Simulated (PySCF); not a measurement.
Basis and Hamiltonian dependence of the excitation energy of Xe

Xe [Xe] (1S) → Xe [Kr] 4d10 5s2 5p5 6s1 (3P). All values are computed (PySCF 2.14, energy differences of UHF-based or UKS calculations, no spin-orbit coupling). Values in eV.

```csv
basis,Hamiltonian,functions,UHF,PBE,PBE0,MP2 (valence),CCSD(T) (valence)
aug-cc-pVDZ-PP with ECP28MDF,ECP,32,8.661,8.789,8.963,8.910,n/a
aug-cc-pwCVDZ-PP with ECP28MDF,ECP,48,8.642,8.774,8.949,8.900,8.797
aug-cc-pVTZ-PP with ECP28MDF,ECP,55,8.427,8.640,8.808,8.833,8.734
"aug-cc-pVTZ-PP with one added diffuse shell each of d, f type with ECP28MDF",ECP,67,8.418,8.627,8.796,8.825,8.723
def2-QZVPPD with the def2 core potential (28 electrons),ECP,91,8.258,8.531,8.691,8.800,8.734
aug-cc-pVQZ-PP with ECP28MDF,ECP,92,8.198,8.490,8.648,8.755,8.693
aug-cc-pVQZ-DK3,spin-free X2C,102,8.185,8.498,8.653,8.741,8.681
"aug-cc-pVQZ-PP with one added diffuse shell each of s, p, d, f, g type with ECP28MDF",ECP,117,8.038,8.403,8.556,8.664,n/a
"aug-cc-pwCVTZ-DK3 with one added diffuse shell each of s, p, d, f type",spin-free X2C,125,8.047,8.423,8.571,8.564,n/a
"x2c-QZVPPall with one added diffuse shell each of s, p, d, f type",spin-free X2C,128,8.112,8.467,8.615,8.693,n/a
aug-cc-pV5Z-PP with ECP28MDF,ECP,139,8.135,8.452,8.606,8.760,n/a
```

Frozen in the all-electron rows: valence: [Kr] 4d10; with a core potential, the same shells as far as they lie outside it.

At UHF, aug-cc-pVDZ-PP with ECP28MDF, aug-cc-pwCVDZ-PP with ECP28MDF lie more than 0.3 eV from the median of the rows with comparable relativity.
